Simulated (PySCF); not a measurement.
H3SbTe, SMILES [SbH2][TeH].

Geometry: PBE0-D3(BJ)/def2-TZVP. The def2 effective core potentials stand for the cores of Sb, Te; spin–orbit coupling is left out.

All values below come from IEF-PCM-PBE0/def2-SVP run with PySCF 2.14.0.

The values are the electrostatic part of the solvation free energy, E(continuum) − E(gas) at the gas-phase geometry, in a cavity of scaled van der Waals radii (PySCF's table); cavitation and dispersion terms are not included. A continuum can't describe solvent molecules that bind to the metal. In vacuum the orbital gap is 4.82 eV. The dipole moment in vacuum is 1.04 D.

Computed values in water (ε = 78.36), 1-octanol (ε = 9.86), benzene (ε = 2.27):
```csv
solvent,ε,ΔG(elec) (kcal/mol),dipole (D),gap (eV)
water,78.36,-1.8,1.63,5.03
1-octanol,9.86,-1.6,1.54,5.00
benzene,2.27,-0.8,1.28,4.91
```
